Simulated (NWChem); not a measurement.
Species: sulfur trioxide (SO3); SMILES S(=O)(=O)=O

```xyz
4

O     -1.0277    -1.0277     0.0000
S      0.0000     0.0000     0.0000
O     -0.3762     1.4039     0.0000
O      1.4039    -0.3762     0.0000
```
Atoms are numbered in this order, from 1.

Geometry: optimised at B3LYP/6-31G* (spherical d). B3LYP is NWChem's, with the RPA form of VWN correlation.

Problem. List the 4 lowest vertical singlet excitations from B3LYP/def2-SVPD, TDA (NWChem).

Solution. 
```json
[
 {"state": "S1", "energy (eV)": "4.77", "oscillator strength": "0.000", "leading excitation (squared amplitude)": "HOMO → LUMO (1.00)"},
 {"state": "S2", "energy (eV)": "5.17", "oscillator strength": "0.000", "leading excitation (squared amplitude)": "HOMO → LUMO+1 (1.00)"},
 {"state": "S3", "energy (eV)": "6.42", "oscillator strength": "0.000", "leading excitation (squared amplitude)": "HOMO−2 → LUMO+1 (0.63)"},
 {"state": "S4", "energy (eV)": "6.42", "oscillator strength": "0.000", "leading excitation (squared amplitude)": "HOMO−1 → LUMO+1 (0.63)"}
]
```
